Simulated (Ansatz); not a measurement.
Ansatz (an electronic-structure program) input:

Ansatz 0.2 input:
```yaml
crystal:
  periodic: [false, false, false]
  atoms:
    - {symbol: Al, position_ang: [-0.60572034, -0.53787859, -0.57973145]}
    - {symbol: Cl, position_ang: [0.58885130, 0.51716428, 0.60090618]}
basis:
  gaussian:
    orbitals: def2-TZVP
hamiltonian:
  xc: b3lyp
  dispersion: d3bj
total_charge: 1
magnetization: {spin_polarized: true, initial_magnetization: 1}
relax: {f_tol: 0.002, max_steps: 150}
```

Q: Which total energy does the run end on?

A: -702.40488 Eh (B3LYP-D3(BJ)/def2-TZVP). The basis has 74 functions.
